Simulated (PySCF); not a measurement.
**How methods differ on the ionisation energy of Sc**

Sc [Ar] 3d1 4s2 (2D) → Sc⁺ [Ar] 3d1 4s1 (3D), as a difference of total energies. Calculation: PySCF 2.14, in 6-31G* (5s4p2d1f, 34 functions); no relativity, point nucleus. Correlated levels: valence: [Ar] frozen. The calculations carry no spin-orbit coupling.

```csv
method,ionisation energy (eV)
UHF,5.356
PBE0,6.316
LDA,6.594
MP2 (valence),5.881
SCS-MP2 (valence),5.987
```

Question: How much does correlation contribute at MP2 (valence)?

Answer: 5.881 − (5.356) = 0.525 eV, measured against UHF.

These non-relativistic numbers lack the scalar-relativistic shift.

Errors of the correlated levels include the incompleteness of this basis and the frozen core.

MP2 underrates the near-degeneracy of ns² with np² in the lower species.

For comparison: 6.562 eV (measured; NIST levels, between the centres of gravity of the two terms).
